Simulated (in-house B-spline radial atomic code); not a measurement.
Configurations of Gd IX (Gd8+), with energies counted from [Kr] 4d10 4f6 5s2 5p2. Computed with an all-electron radial atomic-structure program (B-spline basis): Dirac-Hartree-Fock, average of configuration, Fermi nucleus of rms radius 5.1569 fm. Energies include first-order Breit, QED and recoil terms.

Occupations are held fixed; configurations that lie above the ionisation limit could autoionise.

| configuration | E - E(ref) (eV) | highest orbital | its <r> (bohr) |
| --- | --- | --- | --- |
| [Kr] 4d10 4f6 5s2 5p1 7d1 | 98.181 | 7d5/2 | 4.723 |
| [Kr] 4d10 4f5 5s2 5p2 9s1 | 108.6 | 9s1/2 | 7.589 |
| [Kr] 4d10 4f6 5s2 5p1 7g1 | 112.11 | 7g7/2 | 6.849 |
| [Kr] 4d10 4f5 5s2 5p2 8g1 | 115.31 | 8g7/2 | 9.275 |
| [Kr] 4d9 4f6 5s2 5p3 | 144.19 | 5p3/2 | 1.362 |
| [Kr] 4d9 4f7 5s2 5p2 | 148.81 | 5p3/2 | 1.38 |
| [Kr] 4d9 4f6 5s2 5p2 5g1 | 237.35 | 5g7/2 | 2.92 |
| [Kr] 4d9 4f6 5s2 5p2 7g1 | 259.24 | 7g7/2 | 6.81 |
| [Kr] 4d9 4f6 5s2 5p2 9g1 | 268.37 | 9g7/2 | 12.06 |

Q: Order these further configurations by energy, lowest first.
A. [Kr] 4d10 4f6 5s2 5p1 8d1
B. [Kr] 4d9 4f6 5s2 5p2 6g1
C. [Kr] 4d10 4f5 5s2 5p2 6g1
D. [Kr] 4d10 4f6 5s2 5p1 8g1
E. [Kr] 4d10 4f6 5s2 5p1 9g1

A: C (101.6 eV), A (108.8 eV), D (117.5 eV), E (121.2 eV), B (250.94 eV).

Q: How far above the reference does [Kr] 4d10 4f5 5s2 5p2 5d1 lie?

A: 33.325 eV; its least bound orbital is 5d5/2 with <r> = 1.622 bohr.

Q: How far above the reference does [Kr] 4d9 4f6 5s2 5p2 9s1 lie?

A: 257.95 eV; its least bound orbital is 9s1/2 with <r> = 7.584 bohr.

Q: How far above the reference does [Kr] 4d10 4f6 5s2 5p1 5g1 lie?

A: 90.281 eV; its least bound orbital is 5g7/2 with <r> = 2.943 bohr.
